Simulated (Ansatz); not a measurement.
Single points on the cluster Ga₃Cl₆⁺.

```yaml
crystal:
  periodic: [false, false, false]
  atoms:
    - {symbol: Ga, position_ang: [0.562338, 1.550549, 0.729474]}
    - {symbol: Ga, position_ang: [0.359466, -0.797447, -1.364249]}
    - {symbol: Ga, position_ang: [-1.247975, -1.531146, 0.345065]}
    - {symbol: Cl, position_ang: [1.105221, -1.480730, -3.217586]}
    - {symbol: Cl, position_ang: [1.191634, 3.353266, 1.607912]}
    - {symbol: Cl, position_ang: [-2.680221, -2.816808, 1.204108]}
    - {symbol: Cl, position_ang: [2.077692, -0.109076, 0.191661]}
    - {symbol: Cl, position_ang: [-1.006940, 0.319221, 1.891830]}
    - {symbol: Cl, position_ang: [-0.361226, 1.512162, -1.388215]}
basis:
  gaussian: {orbitals: def2-TZVP, initial_orbitals: start.molden}
total_charge: 1
hamiltonian: {xc: {name: wB97M-V}}
scf: {omitted_lower_state_checks: [starts]}
output: {forces: true, orbitals: {seedname: orbitals}}
```

The file start.molden holds the orbitals of an earlier run on this structure, at another level or in another basis.

```sh
$ ansatz run in.yaml --threads 4 --pin off --events-out ev --progress --plain --max-ram 6963MiB
```

Shortened log:

```
Functional definition: wB97M-V
2787 factors; their error is unknown
471 factors; integrals over basis functions are off by at most 1.7e-5 eV
the host lacks memory for fits, so the integrals are decomposed
2263 factors; integrals over basis functions are off by at most 6.6e-4 eV
471 factors; integrals over basis functions are off by at most 1.7e-5 eV
mean field evaluation 1: about -232263.7555 eV, gradient 2.0e1 eV
mean field evaluation 2: about -232263.9377 eV, gradient 3.0e-1 eV
mean field evaluation 4: about -232264.0503 eV, gradient 1.2e-3 eV
mean field -232264.05031489 eV, -8535.5464148445 hartree, gradient 5.6e-5 eV, S^2 0.000000; 0 other end points of the search recorded, 0 dependent functions left out
reference -232264.05037347 eV, -8535.5464169971 hartree; 97, 97 occupied and 269, 269 virtual orbitals, 2263 factors
Total energy: -232264.05037347 eV, -8535.5464169971 hartree
Atom 0 at     0.562338     1.550549     0.729474 Å, force    -0.001812    -0.028123    -0.026991 eV/Å
Atom 1 at     0.359466    -0.797447    -1.364249 Å, force     0.171597     0.101077    -0.166634 eV/Å
Atom 2 at    -1.247975    -1.531146     0.345065 Å, force    -0.290108    -0.154477     0.288458 eV/Å
Atom 3 at     1.105221    -1.480730    -3.217586 Å, force    -0.187913     0.193439     0.490588 eV/Å
Atom 4 at     1.191634     3.353266     1.607912 Å, force    -0.152723    -0.447087    -0.222667 eV/Å
Atom 5 at    -2.680221    -2.816808     1.204108 Å, force     0.422490     0.385500    -0.245809 eV/Å
Atom 6 at     2.077692    -0.109076     0.191661 Å, force    -0.444731     0.209091    -0.107981 eV/Å
Atom 7 at    -1.006940     0.319221     1.891830 Å, force     0.224027    -0.005106    -0.358571 eV/Å
Atom 8 at    -0.361226     1.512162    -1.388215 Å, force     0.259174    -0.254314     0.349606 eV/Å
Dipole moment:    -0.167562    -0.216257     0.041968 e Å
Checks for a lower state left out: starts
```

It took 33 s on 4 threads of Intel Xeon 6975P-C on a shared host, peak host memory 2.4 GiB.

First input, but with `hamiltonian: {xc: {name: wB97X-V}}`, `output: {orbitals: {seedname: orbitals}}` (abridged; 26 s):

```
Functional definition: wB97X-V
the host lacks memory for fits, so the integrals are decomposed
mean field -232250.04575414 eV, -8535.0317567293 hartree, gradient 6.0e-5 eV, S^2 0.000000
Total energy: -232250.04575172 eV, -8535.0317566404 hartree
Checks for a lower state left out: starts
```

The first input with `gaussian: {orbitals: def2-SVP, initial_orbitals: start.molden}`, `hamiltonian: {xc: pbe, dispersion: d4}`, `output: {orbitals: {seedname: orbitals}}` (abridged; 1.9 s):

```
Functional definition: PBE
mean field -232175.26592714 eV, -8532.2836487748 hartree, gradient 2.7e-5 eV, S^2 0.000000
Total energy: -232175.91947758 eV, -8532.3076663106 hartree
Checks for a lower state left out: starts
```

As the first input, with `hamiltonian: {xc: r2scan, dispersion: d4}`, `output: {orbitals: {seedname: orbitals}}` (abridged; 9 s):

```
Functional definition: r2SCAN
mean field -232270.18582414 eV, -8535.7718906505 hartree, gradient 1.2e-5 eV, S^2 0.000000
Total energy: -232270.33878453 eV, -8535.7775118413 hartree
Checks for a lower state left out: starts
```

As the first input, with `gaussian: {orbitals: 6-31G}`, `hamiltonian: {xc: {name: B3LYP}, dispersion: d4}`, `output: {orbitals: {seedname: orbitals}}` (abridged; 3.5 s):

```
Functional definition: B3LYP
mean field evaluation 16: about -232244.6471 eV, gradient 6.5e-5 eV
mean field -232244.64712306 eV, -8534.8333606965 hartree, gradient 6.5e-5 eV, S^2 0.000000
Total energy: -232245.72522171 eV, -8534.8729800913 hartree
Checks for a lower state left out: starts
```

First input, but with `gaussian: {orbitals: 6-31G}`, `hamiltonian: {xc: hf}`, `output: {orbitals: {seedname: orbitals}}` (abridged; 2.3 s):

```
Functional definition: HF
mean field -231994.57176840 eV, -8525.6432609199 hartree, gradient 1.8e-5 eV, S^2 0.000000
Total energy: -231994.57176840 eV, -8525.6432609199 hartree
Checks for a lower state left out: starts
```

First input, but with `gaussian: {orbitals: def2-SVP, initial_orbitals: start.molden}`, `hamiltonian: {xc: pbe}`, `correlation: {method: rpa}` and without the key `output` (abridged; 4.9 s):

```
Functional definition: PBE
mean field -232175.26588952 eV, -8532.2836473922 hartree, gradient 4.1e-6 eV, S^2 0.000000
57 core orbitals not correlated: weight in the atoms' cores, before any rotation towards them, 1.000 or more for the frozen orbitals, at most 0.000 for the correlated occupied ones
Total energy: -232039.18878453 eV, -8527.2829060203 hartree
Checks for a lower state left out: starts
```

Geometry: PBE-D4/def2-SVP.

The 6-31G sets use Cartesian d functions. B3LYP takes the VWN-RPA correlation. Correlated methods freeze 57 core orbitals; core or outer-core shells of Ga are correlated, in sets that lack core-valence functions. The structure comes from a short search, and lower isomers may exist.
